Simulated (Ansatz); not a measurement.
(1) Predict a relaxed structure of the cluster GaCu₄ (the lowest doublet isomer of a short search), charge 0, doublet, at B3LYP-D4/def2-SVP (Ansatz).

Answers

(1) 
Cartesian coordinates in Å:
```
Ga -0.518 -0.771 1.214
Cu -0.855 0.816 -0.794
Cu 1.365 -0.056 -0.403
Cu -0.396 -1.524 -1.150
Cu 0.404 1.535 1.133
```
Point group C2v (tolerance 0.1 Å). This is one stationary point.

The structure comes from a short search, and lower isomers may exist.
